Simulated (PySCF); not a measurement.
# Electric field gradients and quadrupole coupling constants

Compound: C4H14O2SSi2.
Geometry (GFN2-xTB, Å), atoms numbered from 1 in this order:
```xyz
23
C4H14O2SSi2 angstrom
C      3.6540   -0.6879    0.8780
S      3.5162    0.1345   -0.7431
Si     1.5168    0.8816   -0.6609
O      0.6832   -0.3880   -0.0821
C     -0.7000   -0.3225    0.0752
C     -1.0268   -0.5531    1.5502
C     -1.3327   -1.3913   -0.8144
O     -1.0928    0.9539   -0.3263
Si    -2.5328    1.6967   -0.4064
H      2.8543   -1.4135    0.9765
H      4.6185   -1.1831    0.8989
H      3.5978    0.0541    1.6679
H      1.4736    2.0105    0.2638
H      1.1969    1.2360   -2.0317
H     -0.5892   -1.4934    1.8732
H     -0.6038    0.2587    2.1370
H     -2.1028   -0.5808    1.6954
H     -0.9002   -2.3594   -0.5787
H     -2.4072   -1.4209   -0.6594
H     -1.1234   -1.1505   -1.8536
H     -2.0996    2.9756   -0.9403
H     -3.4550    0.9745   -1.2870
H     -3.1494    1.7952    0.9198
```

Field gradients from the PBE0/pcSseg-1 density (PySCF, non-relativistic), principal values in atomic units, ordered |Vxx| ≤ |Vyy| ≤ |Vzz|:

```
atom      Vxx      Vyy      Vzz
  S2   0.0511   2.1916  -2.2427
  O4  -0.4329  -1.2148   1.6477
  O8  -0.4006  -1.2120   1.6125
```

**Question.** Find the asymmetry η = (Vxx − Vyy)/Vzz and the couplings χ = eQV/h (234.96 MHz × Q in barn × V in au), with Q(33S) = −0.0678 b, Q(17O) = −0.0256 b.

**Answer.** 
```json
{"atom": "S2", "environment": "sulfur bonded to C and Si", "nucleus": "33S", "η": "0.95", "χzz (MHz)": "35.73", "χxx (MHz)": "-0.81", "χyy (MHz)": "-34.91"}
{"atom": "O4", "environment": "silyl ether oxygen", "nucleus": "17O", "η": "0.47", "χzz (MHz)": "-9.91", "χxx (MHz)": "2.60", "χyy (MHz)": "7.31"}
{"atom": "O8", "environment": "silyl ether oxygen", "nucleus": "17O", "η": "0.50", "χzz (MHz)": "-9.70", "χxx (MHz)": "2.41", "χyy (MHz)": "7.29"}
```

At S2 η is above 0.9: Vyy and Vzz are nearly equal in size and opposite in sign, so a small change could swap them and flip the sign of χzz. 

**Question.** What is Vzz at O8 in SI units (1 au = 9.71736 × 10²¹ V/m²)?

**Answer.** 1.6125 au = 15.669 × 10²¹ V/m².

**Question.** And the gradient at the other heavy atoms, for which no coupling is worked out here?

**Answer.** 
```json
{"atom": "C1", "environment": "S-methyl carbon", "Vzz (au)": "0.306", "η": "0.10"}
{"atom": "Si3", "environment": "oxygen-bound silicon", "Vzz (au)": "-0.514", "η": "0.81"}
{"atom": "C5", "environment": "sp3 carbon bearing two oxygens", "Vzz (au)": "-0.396", "η": "0.84"}
{"atom": "C6", "environment": "methyl carbon", "Vzz (au)": "0.059", "η": "0.42"}
{"atom": "C7", "environment": "methyl carbon", "Vzz (au)": "0.061", "η": "0.43"}
{"atom": "Si9", "environment": "oxygen-bound silicon", "Vzz (au)": "0.575", "η": "0.20"}
```

**Question.** What couplings would deuterons (Q(2H) = 0.00286 b) have in place of the hydrogens, at this geometry?

**Answer.** 
```
atom  bonded to  bond length (Å)  Vzz (au)     η  χzz (kHz)
 H10         C1            1.084    0.3149  0.03        212
 H11         C1            1.084    0.3193  0.04        215
 H12         C1            1.085    0.3167  0.03        213
 H13        Si3            1.460    0.1634  0.03        110
 H14        Si3            1.452    0.1689  0.03        114
 H15         C6            1.086    0.3155  0.02        212
 H16         C6            1.087    0.3135  0.02        211
 H17         C6            1.086    0.3157  0.03        212
 H18         C7            1.086    0.3153  0.03        212
 H19         C7            1.086    0.3159  0.03        212
 H20         C7            1.087    0.3136  0.02        211
 H21        Si9            1.452    0.1686  0.02        113
 H22        Si9            1.465    0.1572  0.04        106
 H23        Si9            1.466    0.1569  0.04        105
```

The structure is a single GFN2-xTB conformer in the gas phase; no vibrational or solvent corrections. GFN2-xTB bond lengths can be off by several hundredths of an ångström, more for odd bonds, and the gradients follow them. A larger basis could move these couplings by a tenth or more.
